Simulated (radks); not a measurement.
Question: These are the eigenvalues of the occupied orbitals of an atom or ion with whole-number occupations (Ry). Calculated with a radial shooting solver on a logarithmic mesh with Libxc functionals: scalar-relativistic Kohn-Sham, BLYP, spin-unpolarised, spherical densities, point nucleus.

orbital  eigenvalue
1s        -3309.644
2s        -538.0946
2p        -480.5378
3s        -117.3099
3p        -99.24168
3d        -74.47748
4s        -23.29898
4p        -17.37046
4d         -9.00110
5s         -3.05997
5p         -1.64759
6s         -0.25035
4f         -0.14152

Which element is it, and in what charge state? The configuration may be excited.

Answer: Z = 61, promethium, charge 0: Pm in [Xe] 4f5 6s2. The list shows which subshells hold electrons but not how many an open one holds; the 1s level, -1654.8 hartree, gives Z - s = 57.5 by -(Z - s)^2/2, which with screening and relativity narrows Z to a few neighbours, and the depths of the outer levels then fix element, charge and occupations together.
